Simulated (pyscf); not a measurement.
# `[GeH][SeH]`, singlet

Gas-phase minimum from PySCF at ωB97X-D3(BJ)/def2-SVP, one conformer. Other isomers of :HGe–SeH [singlet] were not searched in full and may lie lower. 

```
Se
H 1 1.4660
Ge 1 2.3324 2 99.48
H 3 1.5874 1 93.52 2 -0.07
```
Charge 0, spin multiplicity 1.

Properties at ωB97X-D3(BJ)/def2-SVP:

- Harmonic wavenumbers, unscaled: 307, 495, 625, 744, 1975, 2500 cm⁻¹
- Zero-point energy: 9.5 kcal/mol
- Rotational symmetry number: 1
- Entropy of this conformer at 298 K and 1 atm, rigid rotor and harmonic oscillator, modes under 100 cm⁻¹ raised to 100: 282.3 J/(mol K)
- Dipole moment: 0.97 D

Single-point totals, which compare only within one level (frozen core for MP2 and CC):

```csv
level,total energy (hartree)
ωB97X-D3(BJ)/def2-TZVP,-4479.64187
PBE/def2-TZVP,-4479.08477
r²SCAN/def2-TZVP,-4479.73674
B3LYP-D3(BJ)/def2-TZVP,-4479.85362
PBE0-D3(BJ)/def2-TZVP,-4479.21489
M06-2X/def2-TZVP,-4479.78121
ωB97M-D3(BJ)/def2-TZVP,-4479.79049
HF/def2-TZVPP,-4476.37844
MP2/def2-TZVPP,-4476.88631
CCSD/def2-TZVPP,-4476.90138
CCSD(T)/def2-TZVPP,-4476.92209
```

The CCSD(T) − MP2 part came from Ansatz, without density fitting, on the same reference. The frozen core leaves the outer d or s,p core shells of the metals and heavy elements correlated in the MP2 and CC values, and def2-TZVPP describes them poorly, so these totals are far from the basis limit. Elements up to Kr have no core potential and no relativistic terms here.
